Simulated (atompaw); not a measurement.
# Before and after: PAW (atompaw) potential for Ba (Z = 56)

* Element: barium (Ba)
* Generator: atompaw 4.2.0.5
* Type: PAW
* Functional: LDA (PW92)
* Relativity: scalar-relativistic
* Frozen core: [Xe]
* Valence charge: 2
* Reference configuration: 5d0 6s2 6p0
* Partial waves: 6s (bound): rc 3.00 bohr; 6s channel at 1.6 Ry: rc 3.00 bohr; 6p (bound, empty): rc 3.00 bohr; 6p channel at 0.35 Ry: rc 3.00 bohr; 5d (bound, empty): rc 3.00 bohr; 5d channel at 0.4 Ry: rc 2.80 bohr
* Local potential: bessel scheme, radius 2.50 bohr
* Core correction: smooth core density matched at 2.30 bohr
* Augmentation charge: besselshape compensation charge, radius 2.95 bohr; PAW radius 3.00 bohr; waves and projectors: custom polynom2 7 10 vanderbiltortho

Change: wave 6p channel at 0.35 Ry: rc 3.00 bohr becomes 6p channel at 7.17 Ry: rc 3.00 bohr.

Cutoffs: the cutoffs (Ry, on a coarse ladder) from which the occupation-weighted sum of valence levels, in a spherical-Bessel basis at the reference potential, stays within 10 and 1 mRy of its value at 400 Ry; they do not see the model core or the augmentation charge, which bear on the density cutoff.

Task: What does the change do?

Result: Both files are so soft that the ladder of cutoffs tells neither apart; the bound ghosts move from p, s to s; the range in which the p phases agree narrows (upper end at the end of the scan → 0.1).

| quantity | base | changed |
| --- | --- | --- |
| cutoff, loose | 6 Ry | 6 Ry |
| cutoff, tight | 12 Ry | 12 Ry |
| bound ghosts | s, p | s |
| s: phases at 3.01 bohr within 0.05 rad from the reference energy up to (Ry; the scan ends near 5) | 4.4 | 4.4 |
| p: phases at 3.01 bohr within 0.05 rad from the reference energy up to (Ry; the scan ends near 5) | to the end of the scan | 0.1 |
| d: phases at 3.01 bohr within 0.05 rad from the reference energy up to (Ry; the scan ends near 5) | 1.8 | 1.8 |
| lowest overlap eigenvalue by channel | s 0.37, p 0.75, d 1.00 | s 0.37, p 1.00, d 1.00 |

 A true bound ghost makes a file unfit for plane-wave use even where its test errors are small: the radial tests pick states by their node count and pass the ghost by. The cutoffs see the waves, projectors and local potential, not the compensation charge or the core.
